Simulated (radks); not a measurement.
Task: The mean radii <r> (bohr) of the occupied orbitals of an atom or ion are listed with their occupations. Calculated with a radial shooting solver on a logarithmic mesh with Libxc functionals: scalar-relativistic Kohn-Sham, exchange-only B88, spin-polarised, spherical densities, finite nucleus; Fermi nuclear charge, rms radius of each element as measured or else 0.836 A^(1/3) + 0.57 fm.

| orbital | occ. | <r> |
|---|---|---|
| 1s up | 1 | 0.02558 |
| 1s down | 1 | 0.02558 |
| 2s up | 1 | 0.1098 |
| 2s down | 1 | 0.1098 |
| 2p up | 3 | 0.09618 |
| 2p down | 3 | 0.09618 |
| 3s up | 1 | 0.2920 |
| 3s down | 1 | 0.2920 |
| 3p up | 3 | 0.2900 |
| 3p down | 3 | 0.2900 |
| 3d up | 5 | 0.2666 |
| 3d down | 5 | 0.2666 |
| 4s up | 1 | 0.6740 |
| 4s down | 1 | 0.6739 |
| 4p up | 3 | 0.7157 |
| 4p down | 3 | 0.7157 |
| 4d up | 5 | 0.8008 |
| 4d down | 5 | 0.8007 |
| 5s up | 1 | 1.640 |
| 5s down | 1 | 1.636 |
| 5p up | 3 | 1.927 |
| 5p down | 3 | 1.910 |
| 6s up | 1 | 4.383 |

Name the element and its charge. Open shells, if any, are filled with parallel spins first.

Result: Z = 56, barium, charge +1: Ba+ in [Xe] 6s1. The 1s radius gives Z: for a bare nucleus <r> = (2 gamma + 1)/(2Z) with gamma = sqrt(1 - (Z/c)^2), 0.02523 bohr for Z = 56, and screening makes it slightly larger (0.02558 here). The occupations add up to 55, and the charge is Z minus that.
